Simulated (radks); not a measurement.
Charge is removed step by step from the 2p3/2 level of the sulfur ion S+, starting from [He] 2s2 2p(1/2: 2, 3/2: 4) 3s2 3p3. Calculated with a radial shooting solver on a logarithmic mesh with Libxc functionals: Dirac Kohn-Sham, PBE, spin-unpolarised, spherical densities, finite nucleus; open shells fill j = l - 1/2 first; Fermi nuclear charge, rms radius 3.2611 fm.

removed (e)  E - E(0) (eV)  eigenvalue (eV)  E minus straight line (eV)
0                    0.000          -167.79                       0.000
0.25                43.087          -176.96                      -3.546
0.5                 88.499          -186.37                      -4.768
0.75                136.29          -196.03                      -3.606
1                   186.53          -205.92                       0.000

Removing the whole electron costs 186.53 eV by Delta-SCF, against 167.79 eV from minus the eigenvalue at the starting occupation. Slater's transition state (half an electron removed) gives 186.37 eV. Integrating minus the eigenvalue over the occupation (Janak's theorem) gives 186.53 eV. The mean slope of the eigenvalue, de/dn, is 38.1 eV per electron.
